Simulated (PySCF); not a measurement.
PBE0-D3(BJ)/def2-SVP geometry optimisation, IEF-PCM water with PySCF 2.14 and geomeTRIC: [Co(SeH)4]2-, charge -2, multiplicity 4. Start (model start, shaken):

```
9

Co    0.0000    0.0045   -0.0041
Se    1.4271    1.4337    1.4256
H     0.5431    2.6129    1.5601
Se   -1.4498   -1.4331    1.4458
H    -0.5406   -2.6068    1.5671
Se   -1.4301    1.4203   -1.4473
H    -2.6213    0.5229   -1.5951
Se    1.4370   -1.4595   -1.4364
H     2.5952   -0.5450   -1.6053
```

```
step  E − E(start) / kcal mol⁻¹  largest force / Eh bohr⁻¹
   0                       0.00                    0.00912
   1                      -1.10                    0.00374
   2                      -1.85                    0.00333
   3                      -2.40                    0.00115
   4                      -2.68                    0.00072
   5                      -2.89                    0.00136
   6                      -3.05                    0.00128
   7                      -3.06                    0.00089
   8                      -2.97                    0.00071
   9                      -3.02                    0.00058
  10                      -3.00                    0.00040
  11                      -2.99                    0.00032
  12                      -2.99                    0.00028
  13                      -2.99                    0.00030
  14                      -2.99                    0.00031
```

The optimisation met its thresholds. End point:

```
9

Co   -0.0035   -0.0031   -0.0091
Se    1.4654    1.5069    1.2843
H     0.4317    2.4030    1.8317
Se   -1.4676   -1.5210    1.2870
H    -0.4298   -2.4193    1.8231
Se   -1.5227    1.4625   -1.2980
H    -2.4189    0.4271   -1.8421
Se    1.5046   -1.4704   -1.3107
H     2.4014   -0.4358   -1.8556
```

Metal–donor distances, start → end: Se2 2.475 → 2.472 Å, Se4 2.504 → 2.475 Å, Se6 2.476 → 2.473 Å, Se8 2.502 → 2.474 Å.

No frequencies were computed, so the end point may be a saddle point.

The job took 17 min on one thread of Arm Neoverse V2 (shared host), with 179 basis functions and a peak of 1.4 GiB, launched as `OMP_NUM_THREADS=1 python lf_run.py task.json out`.
